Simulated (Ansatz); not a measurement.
Consider the formal exchange of groups at the Si–O bond: `[CH3][In]([F])[O][SiH3]` + `C[SiH](N)O` → `C[Si](N)(O)[SiH3]` + `[CH3][In]([OH])[F]`.

Program: Ansatz. Geometries: PBE0-D4/def2-TZVP. ΔE: electronic, gas phase. CBS: MP2 limit from def2 TZ/QZ plus the TZ coupled-cluster correction, frozen cores. def2 core potentials past Kr. For In outer-core shells are correlated without core-valence functions, which leaves a few kJ/mol of doubt a bond. Each species was taken in one conformer, which may not be the lowest.

```
                  species  CCSD(T)/CBS(def2) energy (Eh)
`[CH3][In]([F])[O][SiH3]`                     -695.61396
             `C[SiH](N)O`                     -461.32134
      `C[Si](N)(O)[SiH3]`                     -751.59825
     `[CH3][In]([OH])[F]`                     -405.29320
```

Q: Work out ΔE.

A: ΔE = (-751.59825) + (-405.29320) − (-695.61396) − (-461.32134) = 0.04385 Eh = +27.5 kcal/mol.

Largest T1 diagnostic among the species: 0.016.

From PBE to PBE0 (25 % exact exchange), in def2-TZVPP and without D4, ΔE moves by +2.9 kcal/mol. In def2-TZVPP, CCSD(T) changes the Hartree–Fock value by −7.9 kcal/mol (the triples alone add −1.1 kcal/mol) and MP2 by −6.2 kcal/mol.
